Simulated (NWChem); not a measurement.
Species: TiH$_{4}$; SMILES [TiH4]

```xyz
5

Ti     0.0000     0.0000     0.0000
H     -0.0748    -1.3557     0.9976
H      0.1233     1.3879     0.9472
H     -1.3958     0.0841    -0.9399
H      1.3474    -0.1163    -1.0049
```
Atoms are numbered in this order, from 1.

All runs: NWChem. Structure relaxed at the PBE0/def2-SVP level. Vertical excitations in the gas phase; the lowest state need not have the same character in each row.

For level Hartree-Fock/def2-SVPD, CIS:

| Quantity | Result |
|---|---|
| lowest excitation, singlet (eV) | 4.16 |
| orbital gap (eV) | 13.14 |

Task: Estimate the same quantities for level B3LYP/def2-SVPD, TDA.

Result: 
| Property | Result |
|---|---|
| lowest excitation, singlet (eV) | 3.27 |
| orbital gap (eV) | 5.41 |
